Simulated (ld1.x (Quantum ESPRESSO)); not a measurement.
**Building the PAW potential for mercury (PBE, scalar-relativistic).**

ld1.x (Quantum ESPRESSO) 7.5 was run on this input:

```
&input
   title='Hg', zed=80., rel=1, dft='PBE', iswitch=3,
   config='[Xe] 4f14 5d10 6s2 6p0',
   nld=3, rlderiv=3.55, eminld=-3.0, emaxld=5.0, deld=0.02
 /
 &inputp
   pseudotype=3, lpaw=.true., tm=.true., lloc=-1, rcloc=1.45,
   nlcc=.true., new_core_ps=.true., rcore=0.80,
   which_augfun='PSQ', rmatch_augfun_nc=.true.,
   file_pseudopw='Hg.UPF', file_wfcaegen='ae.wfc', file_wfcncgen='nc.wfc', file_beta='beta', file_chi='chi', file_wfcusgen='us.wfc'
 /
6
6S  1  0   2.00   0.00  1.75  2.10  0.0
6S  1  0   0.00   0.20  1.75  2.10  0.0
6P  2  1   0.00   0.00  2.90  3.25  0.0
6P  2  1   0.00   0.90  2.90  3.25  0.0
5D  3  2  10.00   0.00  1.05  1.40  0.0
5D  3  2   0.00   2.00  1.05  1.40  0.0
 &test
   configts(1)='5d10 6s2 6p0'
 /
```

Command:

```bash
ld1.x < Hg.in > Hg.out
```

Resulting log (shortened: banner, matrices, multipoles, cross overlaps and the repeated all-electron block are left out):

```
Program LD1 v.7.5
     --------------------------- All-electron run ----------------------------

     Hg
     scalar relativistic calculation

     atomic number is 80.00
     dft =PBE   lsd =0 sic =0 latt =0  beta=0.20 tr2=1.0E-14
     Exchange-correlation= PBE
                           (   1   4   3   4   0   0   0)
     mesh =1279 r(mesh) =  98.78773 a.u. xmin = -7.00 dx = 0.01250
     1 Ry =  13.60569312 eV, c = 137.03599908

     n l     nl                  e(Ry)          e(Ha)          e(eV)
     1 0     1S 1( 2.00)     -6114.2189     -3057.1094    -83188.1858
     2 0     2S 1( 2.00)     -1083.6157      -541.8078    -14743.3425
     2 1     2P 1( 6.00)      -934.2430      -467.1215    -12711.0234
     3 0     3S 1( 2.00)      -257.1447      -128.5723     -3498.6314
     3 1     3P 1( 6.00)      -213.9981      -106.9990     -2911.5919
     4 0     4S 1( 2.00)       -56.5392       -28.2696      -769.2548
     4 1     4P 1( 6.00)       -42.3970       -21.1985      -576.8407
     3 2     3D 1(10.00)      -168.6586       -84.3293     -2294.7168
     5 0     5S 1( 2.00)        -8.6862        -4.3431      -118.1816
     5 1     5P 1( 6.00)        -4.8888        -2.4444       -66.5152
     4 2     4D 1(10.00)       -25.6322       -12.8161      -348.7442
     4 3     4F 1(14.00)        -7.0476        -3.5238       -95.8877
     5 2     5D 1(10.00)        -0.7247        -0.3624        -9.8601
     6 0     6S 1( 2.00)        -0.5010        -0.2505        -6.8165
     6 1     6P 1( 0.00)        -0.0769        -0.0384        -1.0459

     final scf error:  8.0E-15 reached in  36 iterations

     Etot =  -39245.432733 Ry,  -19622.716367 Ha, -533961.314250 eV

     Ekin =   44069.436886 Ry,   22034.718443 Ha,  599595.234369 eV
     Encl =  -97785.010459 Ry,  -48892.505229 Ha,-1330432.844334 eV
     Eh   =   15210.777881 Ry,    7605.388940 Ha,  206953.176010 eV
     Exc  =    -740.637041 Ry,    -370.318520 Ha,  -10076.880295 eV

     normalization and overlap integrals

     s(1S/1S) =  1.000000  <r> =   0.0166  <r2> =    0.0004  r(max) =   0.0102
     s(2S/2S) =  1.000000  <r> =   0.0699  <r2> =    0.0058  r(max) =   0.0589
     s(2P/2P) =  1.000000  <r> =   0.0633  <r2> =    0.0049  r(max) =   0.0488
     s(3S/3S) =  1.000000  <r> =   0.1806  <r2> =    0.0373  r(max) =   0.1662
     s(3P/3P) =  1.000000  <r> =   0.1821  <r2> =    0.0385  r(max) =   0.1662
     s(4S/4S) =  1.000000  <r> =   0.3992  <r2> =    0.1798  r(max) =   0.3746
     s(4P/4P) =  1.000000  <r> =   0.4254  <r2> =    0.2057  r(max) =   0.3938
     s(3D/3D) =  1.000000  <r> =   0.1650  <r2> =    0.0319  r(max) =   0.1361
     s(5S/5S) =  1.000000  <r> =   0.9014  <r2> =    0.9114  r(max) =   0.8232
     s(5P/5P) =  1.000000  <r> =   1.0396  <r2> =    1.2223  r(max) =   0.9328
     s(4D/4D) =  1.000000  <r> =   0.4489  <r2> =    0.2327  r(max) =   0.4037
     s(4F/4F) =  1.000000  <r> =   0.4825  <r2> =    0.2810  r(max) =   0.3653
     s(5D/5D) =  1.000000  <r> =   1.4992  <r2> =    2.6878  r(max) =   1.1682
     s(6S/6S) =  1.000000  <r> =   2.6974  <r2> =    8.3850  r(max) =   2.2100
     s(6P/6P) =  1.000000  <r> =   4.5917  <r2> =   25.5296  r(max) =   3.3383

     ------------------------ End of All-electron run ------------------------

     --------------------- Generating PAW atomic setup --------------------

      Generating local potential from pseudized AE potential:
      Matching radius rcloc =   1.4500

      Local pseudo, rcloc= 1.445 Estimated cut-off energy=    12.24 Ry

      Computing core charge for nlcc:

       r > 0.80 : true rho core
      Core charge pseudized with two Bessel functions
      Integrated core pseudo-charge :  27.08
      Wfc-us  6S rcutus= 2.102  Estimated cut-off energy=     9.86 Ry
      Wfc-us  6S rcutus= 2.102  Estimated cut-off energy=    10.81 Ry
      Wfc-us  6P rcutus= 3.215  Estimated cut-off energy=     7.20 Ry
      Wfc-us  6P rcutus= 3.215  Estimated cut-off energy=     9.82 Ry
      Wfc-us  5D rcutus= 1.409  Estimated cut-off energy=    57.29 Ry
      Wfc-us  5D rcutus= 1.409  Estimated cut-off energy=    66.53 Ry

     Required augmentation: PSQ   radius:    3.250000

     Q pseudized with Bessel functions
     Expected ecutrho=     351.8292 due to l1=  2   l2=  2

     Estimated PAW energy = -804.962046 Ryd

     ------------------- End of pseudopotential generation -------------------

     Computing logarithmic derivative in   3.53157
     Computing logarithmic derivative in   3.53157
     Computing the partial wave expansion
     R is outside the sphere for l=    0 j= 0.00
     R is outside the sphere for l=    0 j= 0.00
     R is outside the sphere for l=    1 j= 0.00
     R is outside the sphere for l=    1 j= 0.00
     R is outside the sphere for l=    2 j= 0.00
     R is outside the sphere for l=    2 j= 0.00

     ---------------------- Testing the pseudopotential ----------------------

     Hg
     scalar relativistic calculation

     atomic number is 80.00   valence charge is 12.00
     dft = SLA  PW   PBX  PBC   lsd =0 sic =0 latt =0  beta=0.20 tr2=1.0E-14
     mesh =1279 r(mesh) =  98.78773 xmin = -7.00 dx = 0.01250

     n l     nl             e AE (Ry)        e PS (Ry)    De AE-PS (Ry)
     3 2     5D   1(10.00)       -0.72470       -0.72471        0.00001
     1 0     6S   1( 2.00)       -0.50100       -0.50100        0.00000
     2 1     6P   1( 0.00)       -0.07687       -0.07687       -0.00000

     eps = 1.6E-16  iter =  4

     Etot =  -39245.432733 Ry,  -19622.716367 Ha, -533961.314250 eV
     Etotps =  -804.962124 Ry,    -402.481062 Ha,  -10952.067631 eV

     Ekin =     192.378400 Ry,      96.189200 Ha,    2617.441480 eV
     Encl =    -334.944280 Ry,    -167.472140 Ha,   -4557.149081 eV
     Ehrt =      78.240775 Ry,      39.120387 Ha,    1064.519971 eV
     Ecxc =    -740.637019 Ry,    -370.318510 Ha,  -10076.880000 eV
     (Ecc =     -83.754624 Ry,     -41.877312 Ha,   -1139.539707 eV)

     ---------------------- End of pseudopotential test ----------------------
```

Note: ghost states, extra bound levels that the all-electron valence spectrum of the same l lacks: s at -177.8 eV, p at -97.3 eV. A true bound ghost makes a file unfit for plane-wave use.

Generation and configuration tests took about 2.5 s on one core of a shared server CPU.
